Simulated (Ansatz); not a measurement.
Geometry optimisation, Ansatz 0.2.0, DFT PBE-D3(BJ), scalar-relativistic, plane waves, PAW.

Input:

```yaml
crystal:
  lattice:
    - [7.398, 0.0, 0.0]
    - [-3.699, 6.406856, 0.0]
    - [0.0, 0.0, 11.0]
  atoms:
    - { symbol: C, position: [0.0, 0.0, 0.09090909] }
    - { symbol: C, position: [0.22222222, 0.11111111, 0.09090909] }
    - { symbol: C, position: [0.0, 0.33333333, 0.09090909] }
    - { symbol: C, position: [0.22222222, 0.44444444, 0.09090909] }
    - { symbol: C, position: [0.0, 0.66666666, 0.09090909] }
    - { symbol: C, position: [0.22222222, 0.77777777, 0.09090909] }
    - { symbol: C, position: [0.33333333, 0.0, 0.09090909] }
    - { symbol: C, position: [0.55555556, 0.11111111, 0.09090909] }
    - { symbol: C, position: [0.33333333, 0.33333333, 0.09090909] }
    - { symbol: C, position: [0.55555555, 0.44444444, 0.09090909] }
    - { symbol: C, position: [0.33333333, 0.66666666, 0.09090909] }
    - { symbol: C, position: [0.55555555, 0.77777777, 0.09090909] }
    - { symbol: C, position: [0.66666667, 0.0, 0.09090909] }
    - { symbol: C, position: [0.88888889, 0.11111111, 0.09090909] }
    - { symbol: C, position: [0.66666667, 0.33333333, 0.09090909] }
    - { symbol: C, position: [0.88888889, 0.44444444, 0.09090909] }
    - { symbol: C, position: [0.66666666, 0.66666666, 0.09090909] }
    - { symbol: C, position: [0.88888889, 0.77777777, 0.09090909] }
    - { symbol: Al, position: [0.18518519, -0.07407407, 0.25363636], spin: 1.0 }
magnetization:
  spin_polarized: true
basis:
  ecutwfc: 420.0
kpoints:
  mp_grid: { grid: [2, 2, 1] }
hamiltonian:
  xc: pbe
  dispersion: d3bj
scf:
  occupations: { method: gaussian, width: 0.05 }
  lower_state_search: "off"
relax:
  f_tol: 0.03
  max_steps: 60
  adjacent_minimum: "off"
```

Launched with:

```bash
$ ansatz run input.yaml --threads 2 --pin off --max-ram 5120MiB --backend cpu --events-out ev --progress --plain --runs-dir out
```

**Question.** Where does it end, and by what steps?

**Answer.** The forces met the threshold. The force dipped under the threshold on the way, but the program's further checks kept it going. Limits of this set-up: coarse k mesh, slab without dipole correction. After 10 steps the energy has fallen by 0.634 eV; Al19 moved furthest, 0.58 Å.

| step | energy less start (eV) | largest force component (eV/Å) | accepted |
| --- | --- | --- | --- |
| 0 | 0.0000 | 3.601 | yes |
| 1 | -0.3307 | 2.065 | yes |
| 2 | -0.5528 | 0.498 | yes |
| 3 | -0.6207 | 0.257 | yes |
| 4 | -0.6132 | 0.783 | no |
| 5 | -0.6297 | 0.128 | yes |
| 6 | -0.6333 | 0.025 | yes |
| 7 | -0.6333 | 0.025 | yes |
| 8 | -0.6339 | 0.040 | yes |
| 9 | -0.6340 | 0.012 | yes |
| 10 | -0.6340 | 0.012 | yes |

```xyz
19
Lattice="7.3980 0.0000 0.0000 -3.6990 6.4069 0.0000 0.0000 0.0000 11.0000" Properties=species:S:1:pos:R:3
C 0.014 0.017 0.978
C 1.255 0.733 0.978
C -1.211 2.148 0.979
C 0.022 2.860 0.979
C -2.444 4.275 0.978
C -1.204 4.991 0.978
C 2.495 0.017 0.978
C 3.727 0.728 0.980
C 1.255 2.155 0.980
C 2.488 2.860 0.979
C 0.028 4.280 0.980
C 1.255 4.996 0.979
C 4.954 0.012 0.979
C 6.181 0.728 0.981
C 3.721 2.148 0.979
C 4.954 2.853 0.981
C 2.481 4.280 0.981
C 3.713 4.991 0.978
Al 1.255 -0.699 3.163
```

Whether the end is a true minimum wasn't checked by a vibrational analysis.

The run took 78 s on 2 threads of Arm Neoverse V1, on a shared host, peak memory 0.83 GiB.
